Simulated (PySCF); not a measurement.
Electron correlation in Te (tellurium, neutral)

[Kr] 4d10 5s2 5p4, high-spin 3P determinant. All numbers are calculated (PySCF 2.14, scalar relativity through the core potential, in def2-TZVPPD with the def2 core potential (28 electrons) (7s6p4d2f, 59 functions)). Frozen: 4s2 4p6 4d10; 6 electrons correlated.

| level | correlation energy (mhartree) |
| --- | --- |
| CCSD | -102.21 |
| (T) | -3.20 |
| CCSD(T) | -105.41 |

Diagnostics: T1 = 0.0087, D1 = 0.0266, largest double amplitude 0.039.

Question: Is a single reference adequate?

Answer: Yes, within this model without spin-orbit coupling: T1 lies below 0.03 and no double amplitude reaches 0.07.
